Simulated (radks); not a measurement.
The numbers below are computed, except where a source is named.
Valence configurations of Mo IV (all share [Kr]). Code: a radial shooting solver on a logarithmic mesh with Libxc functionals. Model: Dirac Kohn-Sham, PBE, spin-unpolarised, spherical densities, point nucleus; open shells fill j = l - 1/2 first. Energies are relative to 4d3; eigenvalues in eV.

4d3: E (eV) 0.000; e(4d3/2) -33.005
4d2.5 5p0.5: E (eV) 6.303; e(4d3/2) -35.125; e(5p1/2) -21.950
4d2 5s1: E (eV) 7.144; e(4d3/2) -36.403; e(5s1/2) -28.434
4d1.5 5s1.5: E (eV) 11.338; e(4d3/2) -38.143; e(5s1/2) -29.334
4d2 5p1: E (eV) 13.178; e(4d3/2) -37.261; e(5p1/2) -22.938
4d1.5 5s1 5p0.5: E (eV) 14.427; e(4d3/2) -38.567; e(5p1/2) -23.417; e(5s1/2) -29.604
4d0.5 5s2 5p0.5: E (eV) 24.259; e(4d3/2) -42.079; e(5p1/2) -24.861; e(5s1/2) -31.359
4d1 5p2: E (eV) 28.666; e(4d3/2) -41.540; e(5p1/2) -24.863
5p3: E (eV) 47.099; e(5p1/2) -26.701; e(5p3/2) -26.180

NIST lists [Kr] 4d3 as the ground configuration; this level of theory agrees among the configurations tried. The energies are those of spherical spin-averaged densities, not of single terms.
